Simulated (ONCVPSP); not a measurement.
arsenic (As): excitation energies, all-electron against ONCV

ONCVPSP 4.0.1 input, shortened (lines: element, Z, core and valence counts, functional; n l f; lmax; l rc ep ncon nbas qcut; lloc lpopt rc5 dvloc0; l nproj debl; icmod fcfact rcfact), PBE, scalar-relativistic:

```
  As 33.00    6    2        4      upf
    1    0    2.00
    2    0    2.00
    2    1    6.00
    3    0    2.00
    3    1    6.00
    3    2   10.00
    4    0    2.00
    4    1    3.00
    2
    0    1.25    0.00    3    6    5.00
    1    2.15    0.00    4    7    4.00
    2    1.70    0.47    4    7    5.40
    4    5    0.95    0.00
    0    2    1.60
    1    2    3.00
    2    2    0.30
    3    6.00    1.05
```

Energies are relative to the spin-unpolarised reference configuration 4s2 4p3; without spin polarisation the order of configurations can differ from experiment.

```
valence configuration  charge  ΔE all-electron (eV)  error AE − PS (meV)
              4s2 4p2      +1                 9.149                 -3.7
              4s2 4p1      +2                27.068                  -19
              4s2 4p0      +3                54.771                  -37
              4s1 4p4       0                 9.417                 +2.5
```

Note: ghosts flagged at negative energy: s at -108.0 eV, d at -27.9 eV; GHOST(+) flagged for p at 145.0 eV. A true bound ghost makes a file unfit for plane-wave use.
